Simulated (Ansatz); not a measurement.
A series at Sn: from `[SH][SnH3]`, ligands are replaced one by one, each step taking up HCl and setting free H₂; n counts the steps. Ansatz, PBE0-D4/def2-TZVP geometries. Each molecule was computed in one conformer, which needn't be the lowest.

```
n                    molecule  HOMO energy, ωB97M-V/def2-TZVPP (eV)
0                `[SH][SnH3]`                                     ?
1            `[SH][SnH2][Cl]`                                 -9.98
2       `[SH][SnH]([Cl])[Cl]`                                -10.31
3  `[SH][Sn]([Cl])([Cl])[Cl]`                                -10.69
```

Problem. By hand: fit a straight line y = ȳ + b (n − n̄) to the 3 given rows and predict n = 0.

Solution. n̄ = 2.000, ȳ = -10.327; Σ(n − n̄)(y − ȳ) = -0.710, Σ(n − n̄)² = 2.000, so b = -0.355 eV a step. Prediction: -10.327 + (-0.355) × (-2.000) = -9.62 eV.

Problem. By hand: compare with the computed value, -9.45 eV, and give the steps along the whole series.

Solution. The line misses by 0.17 eV (computed minus predicted). Steps: -0.53, -0.33, -0.38 eV.

The steps differ by up to 0.20 eV without a steady trend. The highest orbital can change its character along such a series. The miss is 13.7 % of the series' range.
